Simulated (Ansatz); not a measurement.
Born–Oppenheimer molecular dynamics of AlBH5NS (9 atoms, charge 0, multiplicity 1). It starts at the highest image of a converged band. Of that band: A structure lower than the last end lies on the path between it and the top, so the climb from that side starts below the end, which may itself be a saddle point or a shallow side well. A vibrational analysis at the climbing image gives one clearly imaginary mode, 348i cm⁻¹: a first-order saddle point.

These are results of RKS B3LYP/def2-SVP (Ansatz), not measurements.

```
ensemble                      : NVE (velocity Verlet)
time step                     : 0.5 fs
steps asked                   : 200
starting velocities drawn for : 100 K
seed                          : 2986
```

Frames 0.5 fs apart, positions in Å.

Velocities at 5 fs (Å/ps):

```
B 4.41 -1.61 0.29
S 1.30 0.09 -0.52
Al -1.76 -0.41 -0.99
N -3.13 3.47 2.10
H 1.70 -5.05 -1.84
H 5.07 -5.81 3.71
H -3.06 6.75 0.06
H 1.10 -7.22 -4.43
H -2.77 -11.16 13.02
```

```xyz
9
Properties=species:S:1:pos:R:3 time_fs=5 energy_less_start_eV=0.022 T=76
B -1.705 0.829 -0.080
S -1.353 -0.183 1.380
Al 0.738 -0.641 0.930
N 1.348 -0.436 -0.702
H -1.503 2.024 -0.059
H -2.199 0.297 -1.048
H 1.674 -1.106 2.133
H 2.310 -0.615 -0.993
H 0.747 -0.312 -1.508
9
Properties=species:S:1:pos:R:3 time_fs=5.5 energy_less_start_eV=0.026 T=71
B -1.703 0.828 -0.080
S -1.352 -0.183 1.379
Al 0.737 -0.641 0.929
N 1.347 -0.434 -0.701
H -1.502 2.021 -0.060
H -2.196 0.295 -1.046
H 1.672 -1.103 2.132
H 2.311 -0.619 -0.995
H 0.746 -0.318 -1.501
9
Properties=species:S:1:pos:R:3 time_fs=6 energy_less_start_eV=0.032 T=65
B -1.701 0.828 -0.080
S -1.351 -0.183 1.379
Al 0.736 -0.641 0.929
N 1.345 -0.433 -0.700
H -1.502 2.018 -0.061
H -2.193 0.292 -1.044
H 1.670 -1.099 2.132
H 2.310 -0.622 -0.997
H 0.744 -0.323 -1.496
9
Properties=species:S:1:pos:R:3 time_fs=6.5 energy_less_start_eV=0.036 T=60
B -1.699 0.827 -0.080
S -1.351 -0.183 1.379
Al 0.735 -0.641 0.928
N 1.344 -0.431 -0.699
H -1.501 2.015 -0.062
H -2.191 0.290 -1.042
H 1.668 -1.095 2.130
H 2.308 -0.625 -0.999
H 0.742 -0.328 -1.492
9
Properties=species:S:1:pos:R:3 time_fs=7 energy_less_start_eV=0.039 T=58
B -1.697 0.826 -0.080
S -1.350 -0.183 1.379
Al 0.734 -0.642 0.928
N 1.343 -0.429 -0.698
H -1.500 2.012 -0.063
H -2.188 0.288 -1.041
H 1.665 -1.092 2.129
H 2.305 -0.627 -1.000
H 0.739 -0.333 -1.490
9
Properties=species:S:1:pos:R:3 time_fs=7.5 energy_less_start_eV=0.039 T=57
B -1.695 0.825 -0.080
S -1.350 -0.183 1.379
Al 0.733 -0.642 0.928
N 1.342 -0.428 -0.697
H -1.499 2.009 -0.065
H -2.185 0.286 -1.040
H 1.662 -1.088 2.127
H 2.301 -0.629 -1.002
H 0.736 -0.337 -1.489
9
Properties=species:S:1:pos:R:3 time_fs=8 energy_less_start_eV=0.039 T=57
B -1.693 0.825 -0.080
S -1.349 -0.183 1.379
Al 0.733 -0.642 0.928
N 1.341 -0.426 -0.696
H -1.498 2.006 -0.066
H -2.182 0.285 -1.039
H 1.659 -1.084 2.125
H 2.296 -0.631 -1.003
H 0.731 -0.342 -1.490
9
Properties=species:S:1:pos:R:3 time_fs=8.5 energy_less_start_eV=0.038 T=58
B -1.691 0.824 -0.080
S -1.348 -0.183 1.379
Al 0.732 -0.642 0.928
N 1.341 -0.425 -0.695
H -1.497 2.004 -0.067
H -2.179 0.284 -1.038
H 1.656 -1.081 2.122
H 2.290 -0.633 -1.003
H 0.727 -0.345 -1.492
9
Properties=species:S:1:pos:R:3 time_fs=9 energy_less_start_eV=0.039 T=57
B -1.689 0.823 -0.080
S -1.348 -0.183 1.379
Al 0.731 -0.643 0.928
N 1.340 -0.423 -0.694
H -1.496 2.002 -0.069
H -2.176 0.283 -1.038
H 1.653 -1.077 2.120
H 2.284 -0.634 -1.004
H 0.722 -0.349 -1.495
9
Properties=species:S:1:pos:R:3 time_fs=9.5 energy_less_start_eV=0.042 T=53
B -1.687 0.822 -0.081
S -1.347 -0.183 1.379
Al 0.730 -0.643 0.928
N 1.339 -0.422 -0.694
H -1.494 2.001 -0.070
H -2.173 0.282 -1.038
H 1.650 -1.074 2.118
H 2.278 -0.635 -1.005
H 0.717 -0.353 -1.499
9
Properties=species:S:1:pos:R:3 time_fs=10 energy_less_start_eV=0.047 T=48
B -1.686 0.822 -0.081
S -1.347 -0.183 1.379
Al 0.730 -0.643 0.928
N 1.339 -0.420 -0.693
H -1.493 2.001 -0.072
H -2.170 0.281 -1.039
H 1.647 -1.071 2.116
H 2.272 -0.636 -1.006
H 0.712 -0.356 -1.502
9
Properties=species:S:1:pos:R:3 time_fs=10.5 energy_less_start_eV=0.052 T=43
B -1.684 0.821 -0.081
S -1.346 -0.183 1.379
Al 0.729 -0.644 0.928
N 1.338 -0.419 -0.693
H -1.491 2.001 -0.073
H -2.167 0.280 -1.040
H 1.645 -1.068 2.114
H 2.268 -0.637 -1.007
H 0.709 -0.360 -1.505
```

Of the whole run (100 fs, mean temperature of the second half 279 K): The conserved energy stayed within 0.039 meV per atom of its start (net change 0.0021 meV per atom), so the integration is sound. The kinetic energy rose, since the run started high on the potential surface and went downhill. A run of 0.1 ps of so small a system gives no equilibrium averages. The orbitals stay closed-shell, which can raise the energy where a bond breaks towards radicals; this wasn't checked here.

Run time: 8.5 min on 2 threads of Intel(R) Xeon(R) Platinum 8259CL CPU @ 2.50GHz (Skylake/Cascade Lake) (shared host), peak memory 0.2 GiB.
